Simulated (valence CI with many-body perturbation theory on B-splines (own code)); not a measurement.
**How close is CI+MBPT for Te?**

Level of theory: relativistic CI+MBPT: six valence electrons over a frozen Dirac-Fock core [Kr] 4d10, a basis of 9 s, 9 p, 8 d, 6 f, 3 g, 1 h functions for each j, with the one-electron correlation potential Σ1, the two-electron term Σ2, the three-electron term Σ3, Breit, model QED; selected CI, second order for the rest, scaled by the run's own slope (own B-spline code, finite nucleus).

Against 23 measured levels this calculation errs by 166 cm⁻¹ on average and by 300 at most. These come from a selection out of the NIST Handbook of Basic Atomic Spectroscopic Data. Levels without a partner in it may be off by more. Among the levels kept, up to 1400 cm⁻¹ of a level comes from second order outside the variational space, and about a tenth of that is noise between levels of different J, which matters for small intervals.

Measured levels: NIST Handbook of Basic Atomic Spectroscopic Data (Sansonetti and Martin, J. Phys. Chem. Ref. Data 34, 1559 (2005)). Pairs share parity and J, and are chosen by configuration, term and nearness in energy; levels without a clear partner are left out. Energies in cm⁻¹ above the measured ground level.

Names give the largest LS component (configuration and term), which can be under half, so a name can repeat, a term be missing and a line seem to break the LS rules; names also repeat where a configuration has a term twice.

```csv
Computed label,Label in the source,Measured,Computed,Difference
5s2 5p4 3P_2,5p4 3P,0,0.0,0
5s2 5p4 3P_0,5p4 3P,4706.5,4636.2,-70
5s2 5p4 3P_1,5p4 3P,4750.7,4651.9,-99
5s2 5p4 1D_2,5p4 1D,10557.9,10554.9,-3
5s2 5p4 1S_0,5p4 1S,23198.4,23154.3,-44
5s2 5p3 6s 5S°_2,5p3(4S) 6s 5S°,44253,44106.7,-146
5s2 5p3 6s 3S°_1,5p3(4S) 6s 3S°,46652.7,46571.4,-81
5s2 5p3 6p 5P_1,5p3(4S) 6p 5P,54160.1,53912.9,-247
5s2 5p3 6p 5P_2,5p3(4S) 6p 5P,54199.1,53987.4,-212
5s2 5p3 6p 5P_3,5p3(4S) 6p 5P,54535.3,54250.3,-285
5s2 5p3 6s 3D°_1,5p3(2D) 6s 3D°,54683.9,54676.7,-7
5s2 5p3 6s 3D°_2,5p3(2D) 6s 3D°,54880.1,54785.6,-94
5s2 5p3 6p 3P_1,5p3(4S) 6p 3P,55355.7,55109.3,-246
5s2 5p3 6p 3P_2,5p3(4S) 6p 3P,55667.8,55460.3,-207
5s2 5p3 5d 5D°_3,5p3(4S) 5d 5D°,55677.7,55472.7,-205
5s2 5p3 6p 3P_0,5p3(4S) 6p 3P,55809.1,55563.0,-246
5s2 5p3 5d 5D°_4,5p3(4S) 5d 5D°,55816.2,55520.8,-295
5s2 5p3 5d 5D°_2,5p3(4S) 5d 5D°,55817.3,55601.3,-216
5s2 5p3 5d 5D°_0,5p3(4S) 5d 5D°,55826.5,55526.2,-300
5s2 5p3 5d 5D°_1,5p3(4S) 5d 5D°,55851.5,55680.2,-171
5s2 5p3 6s 1D°_2,5p3(2D) 6s 1D°,57114.2,56984.1,-130
5s2 5p3 5d 3D°_2,5p3(4S) 5d 3D°,58592.4,58400.9,-192
5s2 5p3 5d 3D°_1,5p3(4S) 5d 3D°,58746.1,58617.5,-129
5s2 5p3 5d 3D°_3,5p3(4S) 5d 3D°,58827.0,58640.7,-186
```

Over 23 excited levels the mean absolute difference is 166 cm⁻¹, the median 186 and the largest 300. The comparison draws on a selection of the measured levels: 24 of the 27 computed ones have a partner in it, and others may be off by more.

Rates against NIST Handbook of Basic Atomic Spectroscopic Data (Sansonetti and Martin, J. Phys. Chem. Ref. Data 34, 1559 (2005)):

| λ vac, measured (nm) | Upper | Lower | A computed (s⁻¹) | A tabulated (s⁻¹) |
| --- | --- | --- | --- | --- |
| 214.35 | 5s2 5p3 6s 3S°_1 | 5s2 5p4 3P_2 | 2.89e+08 | 3.11e+08 |
| 225.97 | 5s2 5p3 6s 5S°_2 | 5s2 5p4 3P_2 | 1.19e+07 | 1.30e+07 |
| 238.40 | 5s2 5p3 6s 3S°_1 | 5s2 5p4 3P_0 | 4.17e+07 | 4.00e+07 |
| 238.65 | 5s2 5p3 6s 3S°_1 | 5s2 5p4 3P_1 | 8.28e+07 | 8.10e+07 |
